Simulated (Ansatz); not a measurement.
```xyz
11

C     2.449   -0.064    0.167
Al    0.677    0.020   -0.596
F     0.507    0.117   -2.238
O    -0.717   -0.002    0.336
Ge   -2.481    0.035    0.341
H     2.418   -0.117    1.257
H     2.991   -0.938   -0.204
H     3.036    0.814   -0.118
H    -2.947    1.407   -0.179
H    -2.926   -0.177    1.796
H    -3.007   -1.095   -0.562
```

Charge 0, multiplicity 1.

Question: List the PBE/def2-TZVPP orbital energies in eV (Ansatz 0.2.0). (An estimate is asked.)

Answer: Computed: Occupied: -10804.77, -1506.57, -1338.08, -1191.50, -1191.49, -1191.49, -658.74, -509.80, -268.51, -162.72, -114.20, -114.13, -114.13, -106.85, -68.96, -68.78, -68.70, -30.15, -29.98, -29.97, -29.91, -29.91, -28.06, -23.33, -16.93, -13.91, -10.84, -10.09, -9.83, -9.68, -9.34, -9.27, -8.99, -8.82, -7.52, -7.26, -7.21. Lowest empty: -1.27, -0.63, 0.10, 0.16, 1.05, 1.14, 1.25, 1.79.
